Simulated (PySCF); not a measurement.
Simulation results for CH4AlClGe, AlCl2GeH

All values are calculated (PySCF 2.14.0). Calculation on a computer-drawn molecule: the log of a Hartree-Fock and frozen-core CCSD(T) single point meant for a local Hartree-Fock minimum, with one planted fault or none, to be diagnosed. Offsets are logged minus clean, where the clean run is the same molecule without the fault. The reference is restricted for singlets and unrestricted otherwise, and also for a bond in bohr or an excited solution. Adding or removing an electron swaps singlet and doublet. The excited solution moves the top pair (singlet) or top alpha electron (doublet) to the lowest empty orbital. Highest occupied and lowest empty are orbital energies over both spins, largest force is the largest gradient component, triples share is (T) over the correlation energy, the T1 limit is 0.02 restricted and 0.045 unrestricted, electrons count all cores, a negative frequency is imaginary (commonest isotopes), and the dipole is about the centre of nuclear charge; on germanium a core potential holds 10 electrons, which the energies leave out, and 3d is frozen in MP2 and coupled-cluster steps.

Common to all runs: meant charge 0; meant multiplicity 1; meant basis cc-pV(D+d)Z; meant basis and core potential on germanium cc-pVDZ-PP ECP10MDF; logged SCF converged yes; logged spin squared 0; logged CC converged yes; logged SCF stable within its kind yes; possible faults no fault, one electron removed, one electron added, multiplicity raised by two, geometry at a saddle point, SCF held on an excited solution, minimal basis STO-3G, one bond length entered in bohr, all coordinates scaled.

(1) 
```xyz
8
formula=CH4AlClGe logged_electrons=72 logged_basis_functions=103 logged_highest_occupied=-8.0957 logged_lowest_empty=0.7533 logged_largest_force=4.278e-05 logged_lowest_frequency=44.122 logged_T1_diagnostic=0.010856 logged_D1_diagnostic=0.027618 logged_triples_share=0.027235 logged_dipole_magnitude=2.6825 logged_energy_HF=-1035.02169 logged_energy_CCSD(T)=-1035.51187 planted_fault=no_fault HF_energy_offset_from_clean_run=0 CCSD(T)_energy_offset_from_clean_run=0
Al    -2.0950     0.0217    -1.5966
C     -0.2655     0.4686    -0.8693
Ge     0.8887    -0.8829    -0.0936
Cl     2.7742     0.0216     0.5647
H      0.2991     0.9394    -1.6889
H     -0.4063     1.2470    -0.1036
H      1.2975    -1.9624    -1.0954
H      0.2967    -1.5207     1.1629
```

Units: logged_highest_occupied, logged_lowest_empty in eV; logged_largest_force in hartree/bohr; logged_lowest_frequency in cm⁻¹; logged_dipole_magnitude in debye; logged_energy_HF, logged_energy_CCSD(T) in hartree; HF_energy_offset_from_clean_run, CCSD(T)_energy_offset_from_clean_run in kcal/mol.

Drawn bonds:
| atom | other atom | order |
| --- | --- | --- |
| 1 | 2 | 1 |
| 2 | 3 | 1 |
| 3 | 4 | 1 |
| 2 | 5 | 1 |
| 2 | 6 | 1 |
| 3 | 7 | 1 |
| 3 | 8 | 1 |

(2) 
```xyz
8
formula=CH4AlClGe logged_electrons=72 logged_basis_functions=103 logged_highest_occupied=-8.0565 logged_lowest_empty=0.79762 logged_largest_force=0.0075244 logged_T1_diagnostic=0.010695 logged_D1_diagnostic=0.027603 logged_triples_share=0.026864 logged_dipole_magnitude=2.4297 logged_energy_HF=-1035.02067 logged_energy_CCSD(T)=-1035.5098 planted_fault=all_coordinates_scaled,by_-1.2_% HF_energy_offset_from_clean_run=0.6416 CCSD(T)_energy_offset_from_clean_run=1.302
Al    -2.0698     0.0214    -1.5775
C     -0.2623     0.4629    -0.8589
Ge     0.8780    -0.8723    -0.0925
Cl     2.7410     0.0213     0.5580
H      0.2955     0.9281    -1.6687
H     -0.4015     1.2321    -0.1023
H      1.2819    -1.9388    -1.0823
H      0.2932    -1.5024     1.1490
```

Units: logged_highest_occupied, logged_lowest_empty in eV; logged_largest_force in hartree/bohr; logged_dipole_magnitude in debye; logged_energy_HF, logged_energy_CCSD(T) in hartree; HF_energy_offset_from_clean_run, CCSD(T)_energy_offset_from_clean_run in kcal/mol.

Drawn bonds:
| atom | other atom | order |
| --- | --- | --- |
| 1 | 2 | 1 |
| 2 | 3 | 1 |
| 3 | 4 | 1 |
| 2 | 5 | 1 |
| 2 | 6 | 1 |
| 3 | 7 | 1 |
| 3 | 8 | 1 |

(3) 
```xyz
5
formula=AlCl2GeH logged_electrons=80 logged_basis_functions=97 logged_highest_occupied=-8.8712 logged_lowest_empty=-0.6322 logged_largest_force=0.033555 logged_T1_diagnostic=0.014474 logged_D1_diagnostic=0.038787 logged_triples_share=0.02797 logged_dipole_magnitude=8.3896 logged_energy_HF=-1454.93925 logged_energy_CCSD(T)=-1455.40619
Al    -2.5106    -0.5480     1.6815
Ge     0.0786    -1.1765     0.5236
Cl     0.5869    -3.3005     1.5792
Cl    -0.5198    -1.7341    -1.7597
H      1.5824    -0.4552     0.3635
```

Units: logged_highest_occupied, logged_lowest_empty in eV; logged_largest_force in hartree/bohr; logged_dipole_magnitude in debye; logged_energy_HF, logged_energy_CCSD(T) in hartree.

Drawn bonds:
| atom | other atom | order |
| --- | --- | --- |
| 1 | 2 | 1 |
| 2 | 3 | 1 |
| 2 | 4 | 1 |
| 2 | 5 | 1 |

## Withheld values
1. Give the missing planted fault for AlCl2GeH (entry 3).

Answers
1. all coordinates scaled, by +9.4 %

Further results for AlCl2GeH (entry 3):

| Quantity | Value |
| --- | --- |
| HF energy offset from clean run | 16.27 kcal/mol |
| CCSD(T) energy offset from clean run | 14.84 kcal/mol |
